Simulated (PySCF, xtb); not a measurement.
CH3Cl2NSi2, SMILES Cl[Si]1(Cl)N=C[SiH2]1.

GFN2-xTB (xtb) at its own geometry gives an orbital gap of 2.05 eV and a dipole moment of 3.88 D.

Geometry optimised at B3LYP-D3(BJ)/def2-SVP. This is a generated structure with no PubChem entry under its InChIKey; it may be hypothetical.

Problem. What does PySCF with PBE/def2-TZVP give? (An estimate is asked for; the answer gives what the named calculation found.)

Solution. gap 3.21 eV (levels -5.99 and -2.78 eV), dipole 2.65 D.
